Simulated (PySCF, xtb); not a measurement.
Be(SMe)(SeH) (CH4BeSSe), SMILES C[S][Be][SeH]. One conformer was computed; it need not be the lowest.

Harmonic wavenumbers (cm⁻¹) from GFN2-xTB run with xtb at its own minimum, in rising order: 29, 65, 140, 161, 223, 291, 410, 703, 907, 939, 958, 1314, 1441, 1451, 2132, 3045, 3053, 3062.

**Question.** What does TPSSh-D3(BJ)/def2-SVP in PySCF give at its own minimum? (An estimate is asked for; the answer gives what the named calculation found.)

**Answer.** 41, 83, 164, 188, 269, 329, 588, 686, 954, 969, 998, 1341, 1474, 1478, 2417, 3059, 3169, 3171. Paired by order, the mean absolute difference is 61 cm⁻¹ and the zero-point energies are 29.1 and 30.6 kcal/mol.
